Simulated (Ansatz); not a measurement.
Isomers of C3H6Ge, relaxed with PBE0-D4/def2-TZVP in Ansatz; electronic energies, one conformer each and not always the lowest. Functionals use def2-TZVPP; CBS adds triple-zeta CCSD(T) − MP2 to the MP2 limit of def2-TZVPP and def2-QZVPP.

Outer-core shells of Ge are correlated without core-valence functions. Scalar relativity is left out up to krypton. Spin–orbit coupling is left out.

Task: Order them by energy at frozen-core CCSD(T)/CBS, lowest first. (Best estimate.)
A. `C#[C][GeH2][CH3]`
B. `[GeH3][C]1=CC1`
C. `C=C=[CH][GeH3]`
D. `CC#[C][GeH3]`
E. `C[C]1=[CH][GeH2]1`

Result: A (0.0 kJ/mol), D (11.9 kJ/mol), C (37.5 kJ/mol), E (68.4 kJ/mol), B (118.6 kJ/mol).

Task: How do B3LYP-D4, ωB97M-V, HF/CBS(def2), B2PLYP place them (kJ/mol, against `C#[C][GeH2][CH3]`)? (An estimate is asked.)

Result: Ansatz gave: 
```tsv
isomer	B3LYP-D4	ωB97M-V	HF/CBS(def2)	B2PLYP
`CC#[C][GeH3]`	2.9	7.4	0.8	5.8
`C[C]1=[CH][GeH2]1`	66.3	65.2	96.8	74.2
`[GeH3][C]1=CC1`	110.2	107.9	127.4	119.0
`C=C=[CH][GeH3]`	13.8	26.0	33.7	30.4
```

B3LYP here is the variant with VWN-RPA as its local correlation; programs differ in this.
